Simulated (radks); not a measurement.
Problem. Ionisation of the technetium ion Tc2+, [Kr] 4d5, to [Kr] 4d4 as the strength of local exchange is varied. All-electron calculation, scalar-relativistic Kohn-Sham, Slater X-alpha exchange (alpha = 2/3 is LDA exchange), no correlation, spin-unpolarised, spherical densities, finite nucleus; Fermi nuclear charge, rms radius 4.4112 fm. Program: a radial shooting solver on a logarithmic mesh with Libxc functionals.

alpha  E(Tc2+) (hartree)  exchange (hartree)  IE (eV)  -e of the level emptied (eV)  <r> of it (bohr)
0.562        -4257.67007          -100.27366   25.694                   19.737 (4d)             1.683
0.667        -4276.47592          -119.51566   27.451                   21.319 (4d)             1.636
0.696        -4281.68403          -124.85818   27.950                   21.772 (4d)             1.624
0.795        -4299.50942          -143.18778   29.701                   23.364 (4d)             1.583
0.832        -4306.18968          -150.07448   30.373                   23.978 (4d)             1.569
?            -4276.65541          -119.69968   27.468                   21.335 (4d)             1.636

Which alpha was used in the last row?

Solution. alpha = 0.668. NIST Atomic Spectra Database: 29.550 eV (semi-empirical). The Delta-SCF value meets it near alpha = 0.79. Spin polarisation and multiplet splitting are left out, so open shells lie too high by an amount that depends on their filling.

Beside tabulated values, note that spin-unpolarised runs miss the spin-polarisation part of the exchange energy of open shells.
